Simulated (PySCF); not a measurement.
Ge(AsH2)(H)3 (AsGeH₅), SMILES [GeH3][AsH2].

Geometry: r2SCAN-D4/def2-TZVP.

Method: TDA-B3LYP/def2-SVPD (PySCF 2.14.0).

Vertical excitations. Isolated molecule, no solvent. State labels are in the subgroup Cs.

Problem. Estimate the UV-visible absorptions. (An estimate is asked for; the answer gives what the named calculation found.)

Solution. 
```json
[
 {"state": "S1", "symmetry": "A'", "energy (eV)": "6.14", "λ (nm)": "202", "f": "0.032", "main pairs": "HOMO→LUMO+1 53 %, HOMO→LUMO 45 %"},
 {"state": "S2", "symmetry": "A'", "energy (eV)": "6.33", "λ (nm)": "196", "f": "0.300", "main pairs": "HOMO→LUMO+1 43 %, HOMO→LUMO 43 %"},
 {"state": "S3", "symmetry": "A\"", "energy (eV)": "6.45", "λ (nm)": "192", "f": "0.014", "main pairs": "HOMO→LUMO+2 94 %"},
 {"state": "S4", "symmetry": "A'", "energy (eV)": "7.18", "λ (nm)": "173", "f": "0.025", "main pairs": "HOMO→LUMO+3 56 %, HOMO−1→LUMO 42 %"},
 {"state": "S5", "symmetry": "A\"", "energy (eV)": "7.26", "λ (nm)": "171", "f": "0.005", "main pairs": "HOMO→LUMO+4 94 %"},
 {"state": "S6", "symmetry": "A'", "energy (eV)": "7.39", "λ (nm)": "168", "f": "0.072", "main pairs": "HOMO−1→LUMO 31 %, HOMO−1→LUMO+1 28 %, HOMO→LUMO+3 26 %, HOMO→LUMO+5 9 %"},
 {"state": "S7", "symmetry": "A'", "energy (eV)": "7.57", "λ (nm)": "164", "f": "0.190", "main pairs": "HOMO−1→LUMO+1 58 %, HOMO→LUMO+5 30 %"},
 {"state": "S8", "symmetry": "A\"", "energy (eV)": "7.74", "λ (nm)": "160", "f": "0.059", "main pairs": "HOMO−2→LUMO 78 %, HOMO−1→LUMO+2 17 %"},
 {"state": "S9", "symmetry": "A'", "energy (eV)": "7.89", "λ (nm)": "157", "f": "0.240", "main pairs": "HOMO→LUMO+5 56 %, HOMO−1→LUMO 11 %, HOMO−1→LUMO+1 8 %"},
 {"state": "S10", "symmetry": "A\"", "energy (eV)": "7.99", "λ (nm)": "155", "f": "0.002", "main pairs": "HOMO−1→LUMO+2 62 %, HOMO−2→LUMO 18 %"},
 {"state": "T1", "symmetry": "A'", "energy (eV)": "5.13", "λ (nm)": "242", "f": "0", "main pairs": "HOMO→LUMO 92 %"},
 {"state": "T2", "symmetry": "A\"", "energy (eV)": "5.65", "λ (nm)": "219", "f": "0", "main pairs": "HOMO→LUMO+2 94 %"},
 {"state": "T3", "symmetry": "A'", "energy (eV)": "5.86", "λ (nm)": "212", "f": "0", "main pairs": "HOMO→LUMO+1 95 %"},
 {"state": "T4", "symmetry": "A'", "energy (eV)": "6.54", "λ (nm)": "189", "f": "0", "main pairs": "HOMO−1→LUMO 91 %"}
]
```
Triplets are in the Tamm–Dancoff approximation.
